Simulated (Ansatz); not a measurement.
`C[SiH2]C(N)=O` → `C/C(O)=N\[SiH3]`  (isomerisation)

Isolated molecules relaxed with PBE0-D4/def2-TZVP in Ansatz; ΔE leaves out vibrations. CCSD(T)/CBS is the MP2 limit (def2-TZVPP, def2-QZVPP) plus CCSD(T) − MP2 in def2-TZVPP, frozen cores. Functionals use def2-TZVPP. B3LYP here is the variant with VWN-RPA as its local correlation; programs differ in this. One conformer a species, not always the lowest.

`C[SiH2]C(N)=O`:

Cartesian coordinates in Å:
```
C 1.592 -0.509 -1.011
Si 0.623 -0.223 0.551
C -1.226 -0.009 0.067
N -1.953 0.971 0.655
O -1.704 -0.775 -0.752
H 2.622 -0.798 -0.793
H 1.609 0.391 -1.630
H 1.115 -1.307 -1.583
H 1.101 0.976 1.302
H 0.689 -1.394 1.464
H -2.928 1.072 0.416
H -1.540 1.606 1.314
```

`C/C(O)=N\[SiH3]`:

```xyz
12

C     0.267   -1.524   -0.322
C     0.855   -0.150   -0.280
O     2.144   -0.178   -0.670
N     0.321    0.940    0.053
Si   -1.258    1.338    0.589
H     0.839   -2.186    0.332
H    -0.775   -1.516   -0.012
H     0.347   -1.925   -1.334
H     2.456    0.736   -0.619
H    -1.158    1.963    1.933
H    -2.196    0.178    0.687
H    -1.844    2.323   -0.356
```

CCSD(T)/CBS gives +1.0 kcal/mol.

Task: Another level gave -1.9 kcal/mol. Which?
A. MP2/def2-TZVPP
B. PBE-D4/def2-TZVPP
C. HF/def2-TZVPP
D. B3LYP/def2-TZVPP

Result: C. HF/def2-TZVPP -1.9, B3LYP 2.5, PBE-D4 4.8, MP2/def2-TZVPP 0.6 kcal/mol.

Largest T1 diagnostic among the species: 0.015.

From PBE to PBE0 (25 % exact exchange), in def2-TZVPP and without D4, ΔE moves by −1.8 kcal/mol. In def2-TZVPP, CCSD(T) changes the Hartree–Fock value by +2.5 kcal/mol (the triples alone add +0.4 kcal/mol) and MP2 by +2.4 kcal/mol.
